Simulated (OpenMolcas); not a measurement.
A calculation on Lu.

| Quantity | Value |
| --- | --- |
| Program | OpenMolcas |
| Method | XMS-CASPT2, IPEA 0.25 Eh, imaginary shift 0.1 Eh (closed shells correlated: 5s 5p) |
| Basis | ANO-RCC-VTZP [8s7p5d3f2g1h] |
| Scalar Hamiltonian | DKH2, point nucleus |
| Active space | 3 electrons in 6 orbitals (5d 6s) |
| State averaging | 2S+1 = 2 even, 29 roots; 2S+1 = 4 even, 10 roots kept (CI in the orbitals of an earlier block) |
| Spin-orbit coupling | state interaction with AMFI integrals over the reference wave functions, term energies averaged over their components |

(1) Which level of the active space comes out lowest?

(2) How high does 5d2 6s 4F 3/2 lie?

(3) How high does 5d 6s2 2D 5/2 lie?

(4) How high does 5d2 6s 2D 5/2 [69 %] lie?

(5) The level at 26330 cm-1 has J = 5/2. What is it made of, and what is its g factor?

Measured values: NIST Handbook of Basic Atomic Spectroscopic Data.

Results:

(1) 5d 6s2 2D 3/2, with 99 % of that term; it is also the measured ground level.

(2) 19640 cm-1 above the lowest level; measured 18851 cm-1 above the ground level, so the calculation is off by +4 %.

(3) 1955 cm-1 above the lowest level; measured 1994 cm-1 above the ground level, so the calculation is off by -2 %.

(4) 29450 cm-1 above the lowest level; measured 24711 cm-1 above the ground level, so the calculation is off by +19 %.

(5) 62 % 5d2 6s 4P 5/2, 27 % 5d2 6s 2D, 10 % 5d2 6s 2F; g = 1.412, against 1.601 from Landé's formula for the pure leading term.

CASPT2 does not keep the components of a term degenerate, so their means are used; among the terms shown or strongly mixed into the levels shown the widest spread is 1100 cm-1 (5d2 6s 2F). Terms from blocks run as CI alone lack orbitals of their own. A single d shell beside an s shell can misplace configurations of different d count against each other. The CASPT2 spread within a term exceeds the gap to the next term for 5d2 6s 2D and 5d2 6s 2F, so the order of their levels is uncertain, and so are names and mixing where such terms share a J. Computed and measured levels are paired by configuration, term and J; levels that our copy of the source lacks, or whose pairing is in doubt (as where it misses far off the trend of its configuration), stay unpaired and out of the deviations. Levels of configurations outside the active space are missing.

A share in square brackets marks a mixed level and gives the weight of the term that names it.
